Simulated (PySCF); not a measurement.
Radial density of Rh¹⁶⁺ (rhodium, charge +16)

UHF, [Ar] 3d10 4s1, 2S determinant. Calculation: PySCF 2.14, in an even-tempered Gaussian basis (20 s from 0.68 bohr⁻², ratio 2.5; 14 p from 0.88 bohr⁻², ratio 2.5; 9 d from 1.6 bohr⁻², ratio 2.5; 5 f from 4.9 bohr⁻², ratio 2.7; 4 g from 7.4 bohr⁻², ratio 2.7); scalar relativity by spin-free X2C-1e.

```tsv
r (bohr)	4πr²ρ (e/bohr)	4πr²(ρα − ρβ)
0.0278	55.74	0.0447
0.0467	48.20	0.0082
0.0786	64.92	0.2098
0.132	63.49	0.0924
0.222	46.49	0.2708
0.374	49.74	0.2392
0.629	10.88	0.9453
1.06	1.196	1.0607
1.78	0.01774	0.0177
```

Densities and radii are taken from the X2C orbitals without a picture-change correction, which distorts them close to the nucleus.
